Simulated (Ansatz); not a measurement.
The first iterations of a band of a periodic cell of 17 atoms, Nb16H (host Nb, host structure bcc, interstitial H).

All numbers below come from Ansatz 0.2.0, DFT PBE, scalar-relativistic, plane waves, PAW. Settings: cutoff 420 eV, k mesh 3x3x3, fermi-dirac smearing 0.05 eV, no spin polarisation.

```yaml
movable_images: 5
climbing_image: yes
spring: 5.0 eV/Å²
optimiser: quadratic models (default)
start_path: IDPP
force_threshold: 0.03 eV/Å
iteration_limit: 62
end_points: relaxed
```

Initial state:

```xyz
17
Lattice="6.6000 0.0000 0.0000 0.0000 6.6000 0.0000 0.0000 0.0000 6.6000" Properties=species:S:1:pos:R:3
Nb -0.036 0.006 -0.040
Nb 3.300 0.005 -0.004
Nb 0.012 3.305 0.003
Nb -0.036 0.006 3.346
Nb 1.688 1.699 1.653
Nb 3.316 3.306 0.003
Nb 3.301 0.005 3.309
Nb 4.950 1.662 1.653
Nb 0.011 3.305 3.302
Nb 1.687 4.912 1.653
Nb 1.640 1.655 4.953
Nb 3.316 3.306 3.302
Nb 4.951 4.949 1.653
Nb 4.935 1.654 4.953
Nb 1.639 4.956 4.953
Nb 4.936 4.957 4.953
H 0.827 0.007 1.653
```

Final state:

Only the atoms that move by more than 0.05 Å are listed.
```
Nb2 3.343 0.001 -0.034
Nb4 -0.006 0.001 3.303
Nb5 1.650 1.694 1.690
Nb10 1.650 4.907 1.690
H17 1.650 0.001 0.828
```

| iteration | highest image above the first end (eV) | largest band force component (eV/Å) |
| --- | --- | --- |
| 1 | 0.297 | 0.687 |
| 2 | 0.858 | 2.471 |

**Question.** Does the band converge within its limit, and where does its top end?

**Answer.** The forces met the threshold. It ended after 6 iterations with the highest image 0.191 eV above the first end. By the program's own check the climbing image is of a kind that is not told: the force calls were inconclusive, a negative curvature could not be distinguished from the path's own, the only one lies far off the path, or fixed occupations may fill a level only in part (lowest curvatures found: -2.63 and 4.61 eV/Å²). Limits of this set-up: coarse k mesh, odd electron count without spin.

The run took 7.9 min on 4 threads of Intel(R) Xeon(R) Platinum 8488C (Sapphire Rapids) (shared host), peak memory 2.6 GiB.
